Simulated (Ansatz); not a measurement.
Reaction (redistribution): `FCO[SiH2][SeH]` + `OP[SiH2][SiH3]` → `FCO[SiH2][SiH3]` + `OP[SiH2][SeH]`

Isolated molecules relaxed with PBE0-D4/def2-TZVP in Ansatz; ΔE leaves out vibrations. CBS: MP2 limit from def2 TZ/QZ plus the TZ coupled-cluster correction, frozen cores. Functionals use def2-TZVPP. For Se outer-core shells are correlated without core-valence functions, which leaves a few kJ/mol of doubt a bond. Scalar relativity is left out up to krypton. Each species was taken in one conformer, which may not be the lowest.

| species | r2SCAN energy (Eh) |
| --- | --- |
| `FCO[SiH2][SeH]` | -2907.25435 |
| `OP[SiH2][SiH3]` | -999.71814 |
| `FCO[SiH2][SiH3]` | -796.34348 |
| `OP[SiH2][SeH]` | -3110.62125 |

**Question.** Work out ΔE.

**Answer.** ΔE = (-796.34348) + (-3110.62125) − (-2907.25435) − (-999.71814) = 0.00776 Eh = +20.4 kJ/mol. CCSD(T)/CBS gives +20.7 kJ/mol.

Largest T1 diagnostic among the species: 0.014.
